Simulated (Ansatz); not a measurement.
```yaml
crystal:
  periodic: [false, false, false]
  atoms:
    - {symbol: N, position_ang: [-0.191663, 1.324437, -0.943026]}
    - {symbol: Sb, position_ang: [0.297499, 0.407955, 0.679517]}
    - {symbol: N, position_ang: [0.859247, -1.141819, -0.237511]}
    - {symbol: O, position_ang: [-1.164365, -0.211826, 1.325013]}
    - {symbol: H, position_ang: [-0.735565, 0.400391, -1.767652]}
    - {symbol: H, position_ang: [-0.795074, 2.359936, -1.012105]}
    - {symbol: H, position_ang: [1.871662, -1.245692, -0.456270]}
    - {symbol: H, position_ang: [0.962819, -1.770948, 0.289090]}
    - {symbol: H, position_ang: [-1.393680, 0.017314, 1.766328]}
basis:
  gaussian: {orbitals: STO-3G, point_charges: [{charge: -1.00, position_ang: [6.063, 0.810, -0.578]}]}
total_charge: 1
magnetization: {spin_polarized: true, initial_magnetization: 1}
hamiltonian: {xc: {name: SVWN5}}
accuracy: high
```

```sh
$ ansatz run in.yaml --threads 4 --pin off --events-out ev --progress --plain --max-ram 10444MiB
```

It prints (some lines left out):

```
Functional definition: SVWN5
812 factors; integrals over basis functions are off by at most 4.1e-9 eV
mean field evaluation 1: about -174968.5551 eV, gradient 3.7e1 eV
mean field evaluation 2: about -174943.0634 eV, gradient 7.1e1 eV
mean field evaluation 4: about -174977.5354 eV, gradient 1.2e1 eV
mean field evaluation 8: about -174976.2786 eV, gradient 1.5e1 eV
mean field evaluation 16: about -174978.6273 eV, gradient 1.5e-4 eV
mean field evaluation 32: about -174978.5976 eV, gradient 3.9e-4 eV
mean field -174978.62731939 eV, -6430.3459492142 hartree, gradient 9.8e-8 eV, S^2 0.750921; 4 other end points of the search recorded, 0 dependent functions left out
reference -174978.62732178 eV, -6430.3459493018 hartree; 39, 38 occupied and 8, 9 virtual orbitals, 812 factors
Total energy: -174978.62732178 eV, -6430.3459493018 hartree
```

Hardware: 4 threads of an Intel Xeon Platinum 8488C on a shared host. Wall time 1.4 s, peak host memory 0.18 GiB.
